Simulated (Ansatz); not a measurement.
Basis sets compared for `O=P(O)(O)c1ccc(-c2ccc(-c3ccccc3)cc2)cc1`. Charge 0, multiplicity 1. Geometry r2SCAN-D4/def2-SVP. Ansatz on 2 threads of AMD EPYC 7R13 on a shared host and a share (18 GiB) of an NVIDIA H100 80GB HBM3; times are rough, and most runs start from earlier orbitals.

```xyz
37

O    -6.877    1.557    1.059
P    -5.744    2.499    1.256
O    -5.864    3.865    0.363
O    -5.523    3.149    2.724
C    -4.120    1.816    0.930
C    -4.027    0.466    0.560
C    -2.784   -0.098    0.280
C    -1.606    0.668    0.362
C    -0.287    0.070    0.065
C     0.730    0.820   -0.556
C     1.972    0.256   -0.834
C     2.257   -1.082   -0.502
C     3.579   -1.679   -0.793
C     3.697   -3.034   -1.161
C     4.945   -3.596   -1.435
C     6.104   -2.818   -1.346
C     6.002   -1.472   -0.981
C     4.755   -0.909   -0.709
C     1.240   -1.831    0.120
C    -0.004   -1.269    0.395
C    -1.715    2.024    0.733
C    -2.954    2.594    1.014
H    -6.377    3.683   -0.439
H    -6.320    3.614    3.025
H    -4.943   -0.128    0.488
H    -2.726   -1.144   -0.034
H     0.529    1.850   -0.862
H     2.727    0.853   -1.354
H     2.795   -3.644   -1.261
H     5.012   -4.648   -1.728
H     7.081   -3.259   -1.560
H     6.904   -0.857   -0.899
H     4.690    0.138   -0.397
H     1.441   -2.862    0.426
H    -0.760   -1.868    0.912
H    -0.810    2.630    0.828
H    -3.019    3.645    1.309
```

Single mean-field runs in def2-TZVP are fitted with def2-universal-jkfit.

Binding counts from free atoms (O triplet, P quartet, C triplet, H doublet) in the same basis, without a counterpoise term.

| level | functions | energy (Eh) | HOMO (eV) | LUMO (eV) | binding per atom (eV) | wall time |
| --- | --- | --- | --- | --- | --- | --- |
| PBE-D4/def2-SVP | 387 | -1260.0702 | -5.56 | -2.34 | 5.40 | 4.4 s |
| PBE0-D4/def2-SVP | 387 | -1260.1602 | -6.45 | -1.64 | 5.27 | 3.7 s |

(1) Estimate the rows for PBE-D4/def2-TZVP, PBE0-D4/def2-TZVP.

## Answers

(1) 
```json
{"level": "PBE-D4/def2-TZVP", "functions": "778", "energy (Eh)": "-1261.2230", "HOMO (eV)": "-5.64", "LUMO (eV)": "-2.48", "binding per atom (eV)": "5.35", "wall time": "4.4 s"}
{"level": "PBE0-D4/def2-TZVP", "functions": "778", "energy (Eh)": "-1261.3031", "HOMO (eV)": "-6.47", "LUMO (eV)": "-1.74", "binding per atom (eV)": "5.22", "wall time": "5.5 s"}
```
